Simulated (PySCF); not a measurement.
Cartesian coordinates in Å; atom numbers follow the order of the lines, from 1:
```xyz
8

O     0.8582    1.2884   -0.8522
C     0.5519    0.3231   -0.2268
O     1.3631   -0.5632    0.3121
C    -0.9252   -0.0753    0.0760
F    -1.7817    0.7915   -0.4551
F    -1.2066   -1.2847   -0.4189
F    -1.1496   -0.1173    1.3931
H     2.2991   -0.3530    0.1474
```

[PySCF: coordinates at the GFN2-xTB level; GIAO PBE0/pcSseg-1 shieldings; one conformer; non-relativistic; averaged over atoms made equivalent by symmetry, fast rotation or ring inversion; gas phase]

Chemical shifts δ = σref − σ; ¹³C, ¹H vs TMS; ¹⁷O against H2O; ¹⁹F vs CFCl3, all at this level.

| atoms | nucleus | count | Hirshfeld charge | δ (ppm) |
| --- | --- | --- | --- | --- |
| H8 | ¹H | 1 | 0.21 | 6.74 |
| O1 | ¹⁷O | 1 | -0.24 | 434.7 |
| F5/F6/F7 | ¹⁹F | 3 | -0.09 | -87.4 |
| O3 | ¹⁷O | 1 | -0.16 | ? |
| C4 | ¹³C | 1 | 0.26 | ? |
| C2 | ¹³C | 1 | 0.20 | 161.9 |

Q: Complete the table.

A: 
- C4: 124.7 ppm, CF3 carbon; 3 electronegative neighbours deshield it
- O3: 195.6 ppm, acid hydroxyl oxygen

OH and NH positions are those of a molecule without intermolecular hydrogen bonds; in solution they move with solvent, concentration and temperature, and exchange usually removes their couplings. Shifts are as computed. Against solution values, carbons near 30 ppm lie about +3 ppm off and those near 130 ppm about +5 ppm. Of 1211 compounds with measured shifts, 218 miss one by over three times the rms of a fit or turn the order of signals round; such compounds aren't used in these exercises. In solution the two oxygens of a carboxylic acid exchange roles by proton transfer and give one 17O line. Hydrogen bonding in solution shields acid and N–H amide carbonyl oxygens by tens of ppm. The C=O carbon of an acid or of an amide with N–H lies up to 10 ppm further downfield in solution, through hydrogen bonding that the calculation lacks. Unscaled 19F shifts against computed CFCl3 carry errors that often reach 10 to 50 ppm. Unscaled 17O shifts of doubly bonded oxygen tend to come out too high, by tens of ppm or more. Experimental scales use liquid or dissolved standards, which lie at an offset from isolated H2O (liquid H2O: subtract about 36 ppm).
